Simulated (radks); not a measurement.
Problem. Charge is removed step by step from the 5p down level of the caesium ion Cs2+, starting from [Kr] 4d10 5s2 5p(up 3, down 2). Code: a radial shooting solver on a logarithmic mesh with Libxc functionals. Model: scalar-relativistic Kohn-Sham, SCAN, spin-polarised, spherical densities, finite nucleus; meta-GGA in the generalised Kohn-Sham scheme; Fermi nuclear charge, rms radius 4.8041 fm. At the starting occupation the eigenvalue is -28.612 eV. Estimate the energy to remove one whole electron from this level, the eigenvalue at the end, and how far E(n) bends from a straight line.

Solution. Delta-SCF 33.548 eV; final eigenvalue -38.533 eV; the deviation from the straight line is -1.247 eV at 0.5 electron removed, the largest on the grid computed. Slater's transition state (half an electron removed) gives 33.538 eV. Integrating minus the eigenvalue over the occupation (Janak's theorem) gives 33.550 eV. In this scalar-relativistic scheme the density is built from large components alone, so the theorem holds only approximately. The mean slope of the eigenvalue, de/dn, is 9.92 eV per electron. Ionisation energy of Cs2+ in the NIST Atomic Spectra Database: 33.195 eV (semi-empirical).
